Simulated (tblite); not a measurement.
Parent: `[CH2:1]=[CH:2][Si@H:3]([OH:4])[SiH2:5][NH:6][CH3:7]` with C1–C2–Si3–O4 -152°, C2–Si3–O4–H -58°, C2–Si3–Si5–N6 -49°, Si3–Si5–N6–C7 179°, C3H11NOSi2.

The geometries are computed with GFN2-xTB (gas phase). One conformer each, not checked by frequencies here.

```json
{"coordinate of the parent": "C1=C2", "value": "1.324 Å"}
{"coordinate of the parent": "C2–Si3", "value": "1.892 Å"}
{"coordinate of the parent": "Si3–O4", "value": "1.637 Å"}
{"coordinate of the parent": "Si3–Si5", "value": "2.299 Å"}
{"coordinate of the parent": "Si5–N6", "value": "1.719 Å"}
{"coordinate of the parent": "N6–C7", "value": "1.440 Å"}
{"coordinate of the parent": "C1–C2–Si3", "value": "125.3°"}
{"coordinate of the parent": "C2–Si3–O4", "value": "109.4°"}
{"coordinate of the parent": "C2–Si3–Si5", "value": "112.1°"}
{"coordinate of the parent": "O4–Si3–Si5", "value": "109.3°"}
{"coordinate of the parent": "Si3–Si5–N6", "value": "106.5°"}
{"coordinate of the parent": "Si5–N6–C7", "value": "122.4°"}
```

Problem. How does the shared frame change in `[H]/[N:4]=[CH:3]/[C:2](=[CH2:1])[Si@H:5]([OH:6])[SiH2:7][NH:8][CH3:9]` with C1–C2–C3–N4 176°, C1–C2–Si5–O6 -3°, C2–Si5–O6–H -155°, C2–Si5–Si7–N8 150°, Si5–Si7–N8–C9 56°, C4H12N2OSi2? Atoms pair as C1 = C1, C2 = C2, Si3 = Si5, O4 = O6, Si5 = Si7, N6 = N8, C7 = C9 (parent first).

Solution. 
```csv
parent,relative,value in the relative,change
C1=C2,C1=C2,1.331 Å,+0.007
C2–Si3,C2–Si5,1.890 Å,-0.002
Si3–O4,Si5–O6,1.643 Å,+0.006
Si3–Si5,Si5–Si7,2.300 Å,+0.001
Si5–N6,Si7–N8,1.736 Å,+0.017
N6–C7,N8–C9,1.444 Å,+0.004
C1–C2–Si3,C1–C2–Si5,125.0°,-0.3
C2–Si3–O4,C2–Si5–O6,101.9°,-7.5
C2–Si3–Si5,C2–Si5–Si7,114.0°,+1.9
O4–Si3–Si5,O6–Si5–Si7,111.8°,+2.5
Si3–Si5–N6,Si5–Si7–N8,105.1°,-1.4
Si5–N6–C7,Si7–N8–C9,123.3°,+0.9
```

Of the parent's bonds, Si5–N6 changes most (+0.017 Å). Bonds of the relative outside the shared frame: C2–C3 1.447, C3=N4 1.263 Å. Point group C1 → C1.
